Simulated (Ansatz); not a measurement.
Calculated with Ansatz (gas phase, PBE0-D4/def2-TZVP geometries, no zero-point term in ΔE). CCSD(T)/CBS adds triple-zeta CCSD(T) − MP2 to the extrapolated MP2 energy (def2 sets, frozen cores). DFT in def2-TZVPP. B3LYP here is the variant with VWN-RPA as its local correlation; programs differ in this. One conformer a species, not always the lowest.

`B[SiH](C)CC` + `CBO` → `CBOCC` + `B[SiH2]C`  (substitution at a C–Si bond)

CCSD(T)/CBS gives +66.8 kJ/mol.

Q: Another level gave +63.2 kJ/mol. Which?
A. B3LYP/def2-TZVPP
B. MP2/def2-TZVPP
C. HF/def2-TZVPP
D. r2SCAN/def2-TZVPP

A: D. r2SCAN 63.2, HF/def2-TZVPP 47.9, MP2/def2-TZVPP 71.5, B3LYP 54.1 kJ/mol.

Largest T1 diagnostic among the species: 0.012.

The D4 term adds +5.8 kJ/mol with B3LYP and +3.3 kJ/mol with PBE0; it sums over pairs of atoms, weighted by their polarisabilities, and B3LYP, whose exchange is more repulsive, gets the larger term. In def2-TZVPP, CCSD(T) changes the Hartree–Fock value by +15.9 kJ/mol (the triples alone add +1.2 kJ/mol) and MP2 by +23.6 kJ/mol.
